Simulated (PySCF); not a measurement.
SnBr at BLYP

Computed with BLYP; Sn def2-TZVPPD with ECP28, Br def2-TZVPPD; scalar-relativistic core potentials (PySCF 2.14).

For SnBr, the state is ²Π (doublet), unpaired electrons π ↑ and the bond length is 4.865 bohr. The harmonic wavenumber is 223 cm⁻¹, the force constant is 1.39 mdyn/Å and the rotational constant Be is 0.05343 cm⁻¹. The anharmonicity ωexe is 0.543 cm⁻¹. The vibration–rotation constant αe is 0.000181 cm⁻¹ and the well depth De to Sn + Br is 344 kJ/mol. The dissociation energy D0 is 342 kJ/mol, the bond order (Mayer) is 1.10 and the dipole moment (positive dipole means Sn(−)Br(+)) is -2.59 D.

These are scalar-relativistic numbers at best; spin–orbit coupling would shift them, the dissociation energy most. The state was picked by a PBE0 search and need not be the measured ground state.
